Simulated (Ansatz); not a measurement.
Hf2B2. The state is a singlet with charge 0. Geometry r2SCAN-D4/def2-TZVP; atoms count from 1.

```csv
atom,x (Å),y (Å),z (Å)
Hf1,-0.078,-1.097,-1.048
Hf2,0.717,1.249,-0.483
B3,-1.020,0.225,0.503
B4,0.381,-0.377,1.028
```

In the def2 sets Hf takes a core potential; there is no spin–orbit coupling. The restricted singlet is unstable: a solution with broken spin symmetry lies lower. The geometry of the singlet was relaxed on an unsound state (restricted singlet, unstable towards broken spin symmetry). The structure comes from a short search, and lower isomers may exist.

Estimate the Mulliken populations from the PBE0/def2-TZVP orbitals of Ansatz.


```
atom  charge (e)  d electrons
 Hf1        0.16         2.46
 Hf2        0.16         2.46
  B3       -0.16            –
  B4       -0.16            –
```
Mulliken values and Mayer orders depend strongly on the basis.

And the Mayer bond orders between bonded heavy atoms (over 0.3)?

Hf1–Hf2 2.41 (2.54 Å); Hf1–B3 1.17 (2.25 Å); Hf1–B4 1.17 (2.24 Å); Hf2–B3 1.17 (2.25 Å); Hf2–B4 1.17 (2.25 Å); B3–B4 1.20 (1.61 Å).
